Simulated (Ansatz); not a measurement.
Isolated molecules relaxed with PBE0-D4/def2-TZVP in Ansatz; ΔE leaves out vibrations. CBS: MP2 limit from def2 TZ/QZ plus the TZ coupled-cluster correction, frozen cores. DFT in def2-TZVPP. def2 core potentials past Kr. For I outer-core shells are correlated without core-valence functions, which leaves a few kJ/mol of doubt a bond. Each species was taken in one conformer, which may not be the lowest.

`C[Si](C)(F)I` + `FBCF` → `C[Si](F)(F)I` + `CBCF`  (redistribution)

```csv
species,PBE0-D4 energy (Eh)
`C[Si](C)(F)I`,-766.80328
`FBCF`,-264.32283
`C[Si](F)(F)I`,-826.77344
`CBCF`,-204.35334
```

Q: Work out ΔE.

A: ΔE = (-826.77344) + (-204.35334) − (-766.80328) − (-264.32283) = -0.00067 Eh = -0.4 kcal/mol. CCSD(T)/CBS gives -1.4 kcal/mol.

Largest T1 diagnostic among the species: 0.012.

In def2-TZVPP, CCSD(T) changes the Hartree–Fock value by +1.4 kcal/mol (the triples alone add +0.4 kcal/mol) and MP2 by +1.4 kcal/mol.
